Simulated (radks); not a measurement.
The numbers below are computed, except where a source is named.
Problem. The table gives one normalised radial function P(r) = r R(r) (large component) of W3+ in [Xe] 4f14 5d1 5f2 (r in bohr). Code: a radial shooting solver on a logarithmic mesh with Libxc functionals. Model: Dirac Kohn-Sham, HCTH/407, spin-unpolarised, spherical densities, point nucleus; open shells fill j = l - 1/2 first.

r           P
0.002014   0.0000
0.002752   0.0000
0.003759   0.0000
0.005095   0.0000
0.00696    0.0000
0.009509   0.0000
0.01299    0.0000
0.01775    0.0001
0.02405    0.0003
0.03286    0.0009
0.04489    0.0024
0.06133    0.0063
0.08378    0.0152
0.1145     0.0334
0.1551     0.0637
0.2119     0.1064
0.2895     0.1474
0.3955     0.1616
0.5404     0.1275
0.7382     0.0414
1         -0.0836
1.367     -0.2403
1.867     -0.4000
2.551     -0.5252
3.485     -0.5509
4.761     -0.4014
6.453     -0.1986
8.815     -0.0466
12.04     -0.0043

Which n and l does it have? It may be an empty orbital.

Solution. n = 5, l = 3: the number of nodes gives n - l - 1 = 1, the rise at small r points to l (for j = l - 1/2 the large component starts as r^gamma with gamma = sqrt(l^2 - (Z/c)^2) = 2.95 and the r^(l+1) term takes over further out; the orbital of l - 1 with the same j starts with the same power, but with a larger coefficient, and does not steepen), and the extent must fit the shell. The curve is that of 5f5/2; the two j differ most near the nucleus, where j = l - 1/2 has the larger amplitude, and in heavy atoms j = l - 1/2 is also the more compact. 5f5/2: eigenvalue -13.507 eV, 1 radial node at r = 0.825 bohr, <r> = 3.61 bohr, 90 % of the charge inside 5.44 bohr.
